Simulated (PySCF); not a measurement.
Run record: geometry optimisation, F2H4O3Si2Zr.

Computed with PBE0-D3(BJ)/def2-SVP geometry optimisation, gas phase, def2 core potentials past Kr (PySCF 2.14.0). Start geometry: GFN1-xTB. The input is one job of a driver script: a line of settings, then coordinates in Å.

Input:
```
{"job": {"xc": "PBE0", "basis": "def2-SVP", "d3": "d3bj", "grid": 1, "maxiter": 30, "shake": 0.03, "kind": "geom"}, "charge": 0, "multiplicity": 1}
Zr     0.647460    -1.488760     0.799080
F     -0.380850    -2.739110     1.626630
F      2.291100    -1.877780     0.891980
O      0.418290     0.236470     1.735290
Si    -0.199390     1.536930     0.930920
O     -0.481490     1.145030    -0.636510
Si    -0.411410    -0.081540    -1.785110
O      0.143420    -1.413950    -1.085490
H     -1.461850     2.004440     1.576910
H      0.860650     2.538970     0.984350
H      0.476900     0.328880    -2.778520
H     -1.787350    -0.272330    -2.208550
```

Output:
```
step   0  E = -1053.04110632  max force = 0.184635
step   1  E = -1053.08605471  max force = 0.023055
step   2  E = -1053.09048790  max force = 0.018342
step   3  E = -1053.09349106  max force = 0.008711
step   4  E = -1053.09459186  max force = 0.009025
step   5  E = -1053.09537464  max force = 0.007640
step   6  E = -1053.09563835  max force = 0.003240
step   7  E = -1053.09568879  max force = 0.000778
step   8  E = -1053.09569929  max force = 0.000609
step   9  E = -1053.09570894  max force = 0.000831
step  10  E = -1053.09571646  max force = 0.001004
step  11  E = -1053.09572283  max force = 0.000784
step  12  E = -1053.09572406  max force = 0.000560
step  13  E = -1053.09572439  max force = 0.000260
optimisation converged
```

Energies in Eh; «max force» is the largest Cartesian gradient component in Eh/bohr.

Problem. How much energy does the optimisation release, in kcal/mol?

Solution. E(step 0) − E(last step) = 0.054618 Eh, which is 34.3 kcal/mol.

Problem. Give the first gradient maximum in eV/Å.

Solution. With 1 Eh/bohr = 51.422 eV/Å, 9.494 eV/Å.

Main results: final energy -1053.09572 Eh after 13 steps; dipole 1.45 D.

Time: 3.3 min; peak memory 0.64 GiB. Hardware: one thread of an Arm Neoverse V2, no GPU, shared host.
Labels such as C1 count atoms from 1, the log's own numbers from 0.
